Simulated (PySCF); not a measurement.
H7NO2Si2.

```xyz
12

N     -2.1494     0.7001     0.5690
Si    -0.9596    -0.1152    -0.3562
O     -0.6079    -1.5800     0.3457
O      0.5203     0.6214    -0.4256
Si     2.0773     0.2709     0.0381
H     -1.9768     0.9479     1.5375
H     -2.7419     1.3882     0.1182
H     -1.4991    -0.2125    -1.7357
H     -1.3604    -2.0860     0.6641
H      2.1626     0.0712     1.5165
H      2.5838    -0.9529    -0.6504
H      2.9318     1.4331    -0.3399
```

The structure is a stationary point at PBE0-D3(BJ)/def2-SVP. The structure was generated by enumeration; whether it is a known compound was not checked. The values are those of a single conformer.

Method: PBE/pcSseg-1 (PySCF). Non-relativistic, no solvent.

Problem. Give the absolute GIAO shielding of each atom: isotropic value and principal components (ppm). (The exact figures need the calculation; the answer reports its results.)

Solution. 
```csv
atom,σ(iso),σ11,σ22,σ33,span
N1,222.8,198.7,203.5,266.2,67.6
Si2,379.8,347.8,383.2,408.5,60.7
O3,271.5,237.2,276.1,301.4,64.2
O4,276.5,246.3,272.8,310.3,64.0
Si5,377.4,332.1,341.7,458.3,126.2
H6,30.4,24.3,26.5,40.5,16.1
H7,30.3,24.7,25.7,40.4,15.8
H8,26.4,23.0,23.9,32.4,9.3
H9,30.0,22.5,24.8,42.7,20.3
H10,25.9,22.6,24.5,30.7,8.1
H11,26.0,22.7,24.4,30.8,8.1
H12,26.2,22.9,24.4,31.1,8.2
```
